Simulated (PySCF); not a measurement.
## Xe+: ionisation energy

Xe+ [Kr] 4d10 5s2 5p5 (2P) → Xe(2+) [Kr] 4d10 5s2 5p4 (3P), as a difference of total energies. All numbers are calculated (PySCF 2.14, scalar relativity by spin-free X2C-1e, in x2c-TZVPall (8s6p4d2f, 60 functions)). Correlated levels: valence: [Kr] 4d10 frozen. The calculations carry no spin-orbit coupling.

```tsv
method	ionisation energy (eV)
UHF	20.100
PBE	21.081
PBE0	21.124
MP2 (valence)	20.756
SCS-MP2 (valence)	20.749
```

Problem. How much does correlation contribute at MP2 (valence)?

Solution. 20.756 − (20.100) = 0.656 eV, measured against UHF.

The reference lies between the lowest fine-structure levels, while these numbers refer to the centres of the terms.

Errors of the correlated levels include the incompleteness of this basis and the frozen core.

For comparison: 20.975 eV (semi-empirical (NIST evaluation); NIST Atomic Spectra Database, ionization energies).
